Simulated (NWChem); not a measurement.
System: C$_{3}$H$_{5}$BF$_{2}$; SMILES C/C=C/B(F)F

```xyz
11

C     -0.1144    -2.8024     0.0000
C      0.2745    -1.3667     0.0000
C     -0.5637    -0.3146     0.0000
B     -0.0371     1.1340     0.0000
F     -0.8535     2.1764     0.0000
F      1.2610     1.4049     0.0000
H      0.3038    -3.3178    -0.8811
H      0.3038    -3.3178     0.8811
H     -1.2054    -2.9372     0.0000
H      1.3541    -1.1627     0.0000
H     -1.6449    -0.4983     0.0000
```
Atoms are numbered in this order, from 1.

All runs: NWChem. STO-3G and 3-21G are far too small for this property and stand as cheap habits. Coordinates come from a PBE0/def2-SVP optimisation. Field at 589 nm.

For level B3LYP/STO-3G:

```
Item                              Result
--------------------------------  ------
isotropic polarisability (bohr³)    26.0
anisotropy (bohr³)                  28.3
```

**Question.** What are these values for level B3LYP/def2-SVP?

**Answer.** isotropic polarisability (bohr³): 46.6
anisotropy (bohr³): 35.2
